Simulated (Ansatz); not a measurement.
BH8NSi2 can be A, `[SiH3]BN[SiH3]`, or B, `BN[SiH2][SiH3]`.

Computed with Ansatz on PBE0-D4/def2-TZVP structures; ΔE is electronic, products minus reactants. CBS: MP2 limit from def2 TZ/QZ plus the TZ coupled-cluster correction, frozen cores. Functionals use def2-TZVPP. B3LYP here is the variant with VWN-RPA as its local correlation; programs differ in this. Each species was taken in one conformer, which may not be the lowest.

Which is lower in electronic energy at CCSD(T)/CBS, and by how much? (Best estimate.)

Computed: B, by 4.2 kcal/mol.

Give E(B) − E(A) in kcal/mol with B3LYP, PBE-D4, CCSD(T)/def2-TZVPP, B3LYP-D4, MP2/def2-TZVPP, r2SCAN-D4, HF/def2-TZVPP. (Estimate.)

Computed: B3LYP -4.9, PBE-D4 -4.8, CCSD(T)/def2-TZVPP -4.0, B3LYP-D4 -4.4, MP2/def2-TZVPP -4.1, r2SCAN-D4 -4.6, HF/def2-TZVPP -4.8. None reverses the order clearly.

Largest T1 diagnostic: 0.014.

In def2-TZVPP, CCSD(T) changes the Hartree–Fock value by +0.8 kcal/mol (the triples alone add +0.1 kcal/mol) and MP2 by +0.7 kcal/mol.
